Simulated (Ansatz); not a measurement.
Input for Ansatz (a quantum-chemistry and plane-wave program): R-CCSD(T)/def2-SVPD on CH8SeSi (a complex), monomers drawn apart or pushed together. The run froze 20 orbitals, filled d shells among them.

Ansatz 0.2 input:
```yaml
crystal:
  periodic: [false, false, false]
  atoms:
    - {symbol: C, position_ang: [0.57270194, 1.01716234, -0.10419243]}
    - {symbol: Si, position_ang: [-0.09874862, -0.69083929, 0.26969909]}
    - {symbol: H, position_ang: [0.46280381, 1.66526233, 0.76649329]}
    - {symbol: H, position_ang: [0.03743732, 1.47086142, -0.94034046]}
    - {symbol: H, position_ang: [1.63129649, 0.96992884, -0.36620816]}
    - {symbol: H, position_ang: [0.62640433, -1.30666247, 1.40877732]}
    - {symbol: H, position_ang: [0.04291789, -1.58702339, -0.90429972]}
    - {symbol: H, position_ang: [-1.53744245, -0.62673196, 0.62850508]}
    - {symbol: Se, position_ang: [-0.67365104, 1.11165309, 3.44853882]}
    - {symbol: H, position_ang: [0.15037346, -0.10162868, 3.34809844]}
    - {symbol: H, position_ang: [-1.74438632, 0.48285585, 2.66156597]}
basis:
  gaussian:
    orbitals: def2-SVPD
magnetization: {spin_polarized: false}
correlation: {method: ccsd_t, electrons: outside_noble_gas}
scf: {lower_state_search: off}
```

The log:

```
WARN ansatz: RAYON_NUM_THREADS=1 ignored (pool sized by the plan → 1); use --threads N
Functional definition: HF
these checks for a lower state are left out or cut short: stability, starts, cluster_reference, orbital_swaps, neighbouring_geometries, increment
integrals: 0.41 GiB planned
1455 factors; integrals over basis functions are off by at most 1.2e-3 eV
mean field: 0.58 GiB planned
mean field evaluation 1: about -74308.9659 eV, gradient 2.3e1 eV
mean field evaluation 2: about -74309.0149 eV, gradient 2.3e1 eV
mean field evaluation 4: about -74310.9573 eV, gradient 2.6e0 eV
mean field evaluation 8: about -74310.9901 eV, gradient 1.3e-1 eV
mean field -74310.99018093 eV, -2730.8785193510 hartree, gradient 1.6e-6 eV, S^2 0.000000; 0 other end points of the search recorded, 0 dependent functions left out
20 core orbitals not correlated
reference -74310.99018093 eV, -2730.8785193510 hartree; 11, 11 occupied and 118, 118 virtual orbitals, 1455 factors
second order -11.30171975 eV of doubles, -0.00000000 eV of singles
coupled cluster: 0.91 GiB planned
cycle   1  -12.56276192 eV  change    -1.3e0 eV  update   8.2e-2
cycle   2  -13.00102316 eV  change   -4.4e-1 eV  update   2.6e-2
cycle   3  -13.03279071 eV  change   -3.2e-2 eV  update   7.0e-3
cycle   4  -13.03041830 eV  change    2.4e-3 eV  update   2.2e-3
cycle   5  -13.02969583 eV  change    7.2e-4 eV  update   6.5e-4
cycle   6  -13.02959585 eV  change    1.0e-4 eV  update   2.1e-4
cycle   7  -13.02960863 eV  change   -1.3e-5 eV  update   6.3e-5
cycle   8  -13.02961970 eV  change   -1.1e-5 eV  update   2.1e-5
perturbative correction -0.37348475 eV, -0.0137253116 hartree
Total energy: -74324.39328539 eV, -2731.3710743548 hartree
Checks for a lower state left out: stability, starts, cluster_reference, orbital_swaps, neighbouring_geometries, increment
```

The calculation finished and met its thresholds.

Cost: about 29 core-seconds (a rough figure).
